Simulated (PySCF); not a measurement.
Electrostatic solvation of a mixed set.

All values: B3LYP/def2-SVPD (PySCF, non-relativistic), each on one gas-phase PBE0-D3(BJ)/def2-SVP geometry that isn't relaxed in the solvent. The solvent is an IEF-PCM continuum (van der Waals radii × 1.2). Specific hydrogen bonds and non-electrostatic terms are outside this model.

Question: Order them by E(solvent) − E(gas) in chloroform (ε = 4.711), most negative first (kJ/mol).
A. `C[C@H]1[CH+]C=CC1`
B. `[CH3:1][C:2]([F:3])([F:4])[c:5]1[cH:6][cH:7][cH:8][cH:9][cH:10]1` with C1–C2–C5–C6 96°
C. `[CH3:1][CH:2]([CH3:3])[c+:4]1[cH:5][cH:6]1` (charge +1) with C1–C2–C4–C5 -25°
D. `[CH3:1][CH2:2][c:3]1[cH:4][c+:5]1[CH3:6]` (charge +1) with C1–C2–C3–C4 0°

Answer: C (-188.8), A (-185.6), D (-181.6), B (-12.7).

```tsv
SMILES	charge	ΔE (kJ/mol)	polarisation term (kJ/mol)	HOMO shift (eV)	dipole gas (D)	dipole solvent (D)	atoms	lowest singlet, gas (eV)	lowest singlet, solvent (eV)
CC(C)[c+]1cc1	1	-188.8	-191.2	+3.42	–	–	15	6.00	6.39
C[C@H]1[CH+]C=CC1	1	-185.6	-186.8	+3.69	–	–	15	4.58	4.70
CCc1c[c+]1C	1	-181.6	-183.5	+3.37	–	–	15	6.46	6.57
CC(F)(F)c1ccccc1	0	-12.7	-14.1	+0.07	2.44	2.92	18	5.36	5.35
```

The ions come first: each gains 181.6 kJ/mol or more, the neutral species gain 12.7 at most. The polarisation term is half the interaction of the solute with the induced surface charges. No dipole is given for ions, as it depends on the origin. Singlets are vertical TDDFT energies (frozen core, non-equilibrium response), the lowest in each medium.
